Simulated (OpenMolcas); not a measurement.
**OpenMolcas run: P+**

Input:

```
&GATEWAY
Coord
1

P 0.0 0.0 0.0
Basis=ANO-RCC-VQZP
Group=XYZ
NoMove
AngMom=0.0 0.0 0.0
AMFI
&SEWARD
* reference wave functions (RASSCF and RASSI steps not shown): 4 electrons in 9 orbitals (RAS2 3s 3p; RAS3 3d, at most 2 electrons)
>>> COPY JOB001 $Project.JobIph
&CASPT2
Multistate=6 1 2 3 4 5 6
Frozen=1 0
IPEA=0.25
Imaginary=0.1
MaxIter=60
WThr=0.0 0.3 0.05
PrWF=0.5
NoMix
>>> COPY JOB002 $Project.JobIph
&CASPT2
Multistate=11 1 2 3 4 5 6 7 8 9 10 11
Frozen=1 0
IPEA=0.25
Imaginary=0.1
MaxIter=60
WThr=0.0 0.3 0.05
PrWF=0.5
NoMix
>>> COPY JOB003 $Project.JobIph
&CASPT2
Multistate=1 1
Frozen=1 0
IPEA=0.25
Imaginary=0.1
MaxIter=60
WThr=0.0 0.3 0.05
PrWF=0.5
NoMix
...
```

Output, cut to the results:

```
--- CASPT2 ---
Orbital specifications:
      -----------------------

      Symmetry species                           1   2
                                                ag  au
      Frozen orbitals                            1   0
      Inactive orbitals                          1   3
      Active orbitals                            6   3
      Secondary orbitals                        22  23
      Deleted orbitals                           0   0
      Number of basis functions                 30  29
Type of calculation                        MS-CASPT2
      Fock operator                              state-specific
      IPEA shift                                 0.25
      Real shift                                 0.00
      Imaginary shift                            0.10
      The input orbitals will be transformed to quasi-canonical
Reference energy:        -341.2265601524
      E2 (Non-variational):      -0.0690542668
      Shift correction:          -0.0000869884
      E2 (Variational):          -0.0691412552
      Total energy:            -341.2957014076
      Residual norm:              0.0000000822
      Reference weight:           0.98446
      Contributions to the CASPT2 correlation energy
      Active & Virtual Only:         -0.0278975676
      One Inactive Excited:          -0.0128770415
      Two Inactive Excited:          -0.0282796577
Reference energy:        -341.2265601524
      E2 (Non-variational):      -0.0690503496
      Shift correction:          -0.0000869506
      E2 (Variational):          -0.0691373002
      Total energy:            -341.2956974526
      Residual norm:              0.0000000822
      Reference weight:           0.98446
      Contributions to the CASPT2 correlation energy
      Active & Virtual Only:         -0.0278936700
      One Inactive Excited:          -0.0128770218
      Two Inactive Excited:          -0.0282796578
::    CASPT2 Root  1     Total energy:   -341.29570141
::    CASPT2 Root  2     Total energy:   -341.29569745
::    CASPT2 Root  3     Total energy:   -341.29569947
::    CASPT2 Root  4     Total energy:   -340.66238822
::    CASPT2 Root  5     Total energy:   -340.66238800
::    CASPT2 Root  6     Total energy:   -340.66238979
::    MS-CASPT2 Root  1     Total energy:   -341.29591259
::    MS-CASPT2 Root  2     Total energy:   -341.29591053
::    MS-CASPT2 Root  3     Total energy:   -341.29590860
::    MS-CASPT2 Root  4     Total energy:   -340.66217859
::    MS-CASPT2 Root  5     Total energy:   -340.66217715
::    MS-CASPT2 Root  6     Total energy:   -340.66217688
--- CASPT2 ---
Orbital specifications:
      -----------------------

      Symmetry species                           1   2
                                                ag  au
      Frozen orbitals                            1   0
      Inactive orbitals                          1   3
      Active orbitals                            6   3
      Secondary orbitals                        22  23
      Deleted orbitals                           0   0
      Number of basis functions                 30  29
Type of calculation                        MS-CASPT2
      Fock operator                              state-specific
      IPEA shift                                 0.25
      Real shift                                 0.00
      Imaginary shift                            0.10
      The input orbitals will be transformed to quasi-canonical
Reference energy:        -341.1801438984
      E2 (Non-variational):      -0.0761265632
      Shift correction:          -0.0001232258
      E2 (Variational):          -0.0762497891
      Total energy:            -341.2563936875
      Residual norm:              0.0000001822
      Reference weight:           0.98020
      Contributions to the CASPT2 correlation energy
      Active & Virtual Only:         -0.0347446996
      One Inactive Excited:          -0.0129539610
      Two Inactive Excited:          -0.0284279026
Reference energy:        -341.1801438984
      E2 (Non-variational):      -0.0761176279
      Shift correction:          -0.0001228544
      E2 (Variational):          -0.0762404822
      Total energy:            -341.2563843806
      Residual norm:              0.0000001808
      Reference weight:           0.98021
      Contributions to the CASPT2 correlation energy
      Active & Virtual Only:         -0.0347357593
      One Inactive Excited:          -0.0129539215
      Two Inactive Excited:          -0.0284279472
::    CASPT2 Root  1     Total energy:   -341.25639369
::    CASPT2 Root  2     Total energy:   -341.25638438
::    CASPT2 Root  3     Total energy:   -341.25638093
::    CASPT2 Root  4     Total energy:   -341.25641228
::    CASPT2 Root  5     Total energy:   -341.25644960
::    CASPT2 Root  6     Total energy:   -341.19857334
::    CASPT2 Root  7     Total energy:   -340.62605256
::    CASPT2 Root  8     Total energy:   -340.62603140
::    CASPT2 Root  9     Total energy:   -340.62608411
::    CASPT2 Root 10     Total energy:   -340.62610331
::    CASPT2 Root 11     Total energy:   -340.62604410
::    MS-CASPT2 Root  1     Total energy:   -341.25678469
::    MS-CASPT2 Root  2     Total energy:   -341.25673075
::    MS-CASPT2 Root  3     Total energy:   -341.25671363
::    MS-CASPT2 Root  4     Total energy:   -341.25669436
::    MS-CASPT2 Root  5     Total energy:   -341.25666402
::    MS-CASPT2 Root  6     Total energy:   -341.19856984
::    MS-CASPT2 Root  7     Total energy:   -340.62604069
::    MS-CASPT2 Root  8     Total energy:   -340.62584242
::    MS-CASPT2 Root  9     Total energy:   -340.62575023
::    MS-CASPT2 Root 10     Total energy:   -340.62573801
::    MS-CASPT2 Root 11     Total energy:   -340.62538106
--- CASPT2 ---
Orbital specifications:
      -----------------------

      Symmetry species                           1   2
                                                ag  au
      Frozen orbitals                            1   0
...
```

Levels above the lowest, from the spin-orbit matrix with the multistate effective Hamiltonian, averaged by term, added to it:

```
Configuration  Term  J  E (cm-1)  Measured (cm-1)      g  Term weight %
      3s2 3p2    3P  0       0.0              0.0                   100
      3s2 3p2    3P  1       144              165  1.501            100
      3s2 3p2    3P  2       414              469  1.501            100
      3s2 3p2    1D  2      8890             8882  1.000            100
      3s2 3p2    1S  0     21650            21576                   100
       3s 3p3   5S*  2     44380            45697  2.002            100
       3s 3p3   3D*  1     64550            65251  0.499            100
       3s 3p3   3D*  2     64560            65272  1.167            100
       3s 3p3   3D*  3     64580            65307  1.334            100
       3s 3p3   3P*  2     76310            76764  1.495             99
       3s 3p3   3P*  1     76340            76812  1.501            100
       3s 3p3   3P*  0     76350            76823                   100
```

Against the 11 measured excited levels shown (NIST Handbook of Basic Atomic Spectroscopic Data) the mean absolute deviation is 460 cm-1; the largest miss in energy is 3s 3p3 5S* 2: computed 44380, measured 45697 cm-1 (-2.9 %), and the largest in proportion 3s2 3p2 3P1 (-12.6 %).

Term energies are means over components that CASPT2 splits; among the terms shown or strongly mixed into the levels shown the widest spread is 26 cm-1 (3s2 3p2 1D). Over all roots computed the reference weight is 0.94 to 0.99; the roots of lowest weight are the least certain, and an intruder state may touch them. The run also gave levels led by 3s 3p2 3d, 3s2 3p 3d, which use shells meant for correlation; these and all levels above them are left out. Some terms mix strongly with configurations of 3d, whose occupation reaches 0.28 (3s 3p3 3D*, 3s 3p3 3P*). Measured partners are found by configuration, term and J. A level has none where our copy of the source lacks it or the pairing is in doubt (some pairs that miss far off the trend of their configuration count as doubtful), and it then counts in no deviation. Only configurations of the active space appear. The first state left out of the spin-orbit step lies near 110000 cm-1 above the lowest spin-free state of the reference (among the parities and spins computed), and the list stops at four fifths of that energy or lower.

The term weight is that of the spin-free term in the level, not the purity of its configuration. * marks odd parity.
